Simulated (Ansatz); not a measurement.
Gas-phase reaction R1 → 2 P1, each structure at its B3LYP-D3(BJ)/def2-TZVP stationary point, reached from a drawn start (curvature not checked).
R1: Cl2 (SMILES ClCl), charge 0, multiplicity 1.
P1: Cl atom, charge 0, multiplicity 2.

P less R. No zero-point or thermal terms; singlets are restricted closed shells; open shells are unrestricted; no spin–orbit coupling.

Frozen-core correlation throughout. CBS(a, b) extrapolates the correlation energy as X⁻³ and adds the Hartree–Fock energy of set b.

The values were computed with Ansatz (an electronic-structure program) with Gaussian orbitals. No computed number here is a measurement.

PBE/def2-TZVPP gives 65.53 kcal/mol for the reaction energy.

Problem. Where do these levels fall relative to PBE: r2SCAN/def2-TZVPP, PBE0/def2-TZVPP, wB97M-V/def2-TZVPP, B2PLYP/def2-TZVPP, MP2/CBS(cc-pV(T+d)Z, cc-pV(Q+d)Z), CCSD(T)/CBS(cc-pV(T+d)Z, cc-pV(Q+d)Z).

Solution. r2SCAN/def2-TZVPP -6.38; PBE0/def2-TZVPP -6.35; wB97M-V/def2-TZVPP -5.21; B2PLYP/def2-TZVPP -10.64; MP2/CBS(cc-pV(T+d)Z, cc-pV(Q+d)Z) -1.86; CCSD(T)/CBS(cc-pV(T+d)Z, cc-pV(Q+d)Z) -6.58 kcal/mol. 0 of 6 lie above PBE; the widest gap is to B2PLYP/def2-TZVPP.
